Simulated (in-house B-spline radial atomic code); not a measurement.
Configurations of Te²⁺, with energies counted from [Kr] 4d10 5s2 5p2. Computed with a radial B-spline atomic code at the basis-set limit: scalar-relativistic (X2C) LDA exchange-only, spin-polarised, spherical fractional occupations, Fermi nucleus of rms radius 4.7423 fm. Shells without spins written out take the highest spin.

Occupations are held fixed; configurations that lie above the ionisation limit could autoionise.

```tsv
configuration	E - E(ref) (eV)	highest orbital	its <r> (bohr)
[Kr] 4d10 5s2 5p(1 up, 1 down)	1.0745	5p up	2.355
[Kr] 4d10 5s2 5p1 6s1	12.324	6s up	4.377
[Kr] 4d10 5s(0 up, 1 down) 5p(0 up, 2 down) 6f(1 up, 0 down)	31.245	6f up	13.09
[Kr] 4d9 5s2 5p2 5f1	61.323	5f up	7.192
[Ar] 3d10 4s2 4p5 4d10 5s2 5p2 6s1	126.44	6s up	4.225
[Ar] 3d10 4s2 4p5 4d10 5s2 5p2 6f1	136.97	6f up	11.63
[Ar] 3d(5 up, 4 down) 4s2 4p6 4d10 5s2 5p(2 up, 0 down) 6p(0 up, 1 down)	588.78	6p down	5.085
```

Task: Order these further configurations by energy, lowest first.
A. [Ar] 3d9 4s2 4p6 4d10 5s2 5p2 6d1
B. [Kr] 4d9 5s2 5p2 5d1
C. [Ar] 3d9 4s2 4p6 4d10 5s2 5p2 6f1
D. [Ar] 3d10 4s2 4p(2 up, 3 down) 4d10 5s2 5p(2 up, 0 down) 6p(0 up, 1 down)
E. [Kr] 4d10 5s1 5p2 6p1

Result: E (23.4 eV), B (52.294 eV), D (130.07 eV), A (592.24 eV), C (595.94 eV).

Task: How far above the reference does [Ar] 3d10 4s2 4p5 4d10 5s2 5p2 6d1 lie?

Result: 133.31 eV; its least bound orbital is 6d up with <r> = 6.736 bohr.

Task: How far above the reference does [Kr] 4d(4 up, 5 down) 5s2 5p(2 up, 0 down) 6s(0 up, 1 down) lie?

Result: 53.892 eV; its least bound orbital is 6s down with <r> = 4.366 bohr.

Task: How far above the reference does [Kr] 4d9 4f1 5s2 5p2 lie?

Result: 57.961 eV; its least bound orbital is 4f up with <r> = 3.563 bohr.
